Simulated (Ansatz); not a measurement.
CH3ClO2W, SMILES `[CH3][W](=[O])(=[O])[Cl]`. Charge 0, multiplicity 1. W: def2 effective core potential. The geometry is a stationary point of PBE0-D4/def2-TZVP.

```xyz
8

C     1.013    0.467    0.121
W    -0.877   -0.434   -0.029
O    -0.604   -2.074    0.313
O    -1.779    0.237    1.242
Cl   -1.796   -0.082   -2.072
H     1.674    0.043   -0.642
H     1.458    0.297    1.104
H     0.910    1.545   -0.037
```

Problem. What is the dipole moment at PBE/def2-TZVPP? (Best estimate.)

Solution. The calculation gave: 2.77 D, with components (1.90, 1.51, -1.34) D in this frame, pointing from negative to positive charge.

Problem. And with r2SCAN, B3LYP, ωB97M-V? (An estimate is asked.)

Solution. Computed: r2SCAN 2.90 D, B3LYP 2.96 D, ωB97M-V 2.95 D.

Problem. Give the Mulliken charges with PBE, r2SCAN, B3LYP in def2-TZVPP. (Best estimate.)

Solution. Computed: 
| atom | PBE | r2SCAN | B3LYP |
| --- | --- | --- | --- |
| C1 | -0.45 | -0.42 | -0.48 |
| W2 | 0.92 | 1.11 | 1.09 |
| O3 | -0.32 | -0.38 | -0.38 |
| O4 | -0.32 | -0.38 | -0.38 |
| Cl5 | -0.21 | -0.24 | -0.24 |
| H6 | 0.12 | 0.10 | 0.12 |
| H7 | 0.13 | 0.11 | 0.13 |
| H8 | 0.12 | 0.10 | 0.12 |

B3LYP here is the variant with VWN-RPA as its local correlation; programs differ in this.
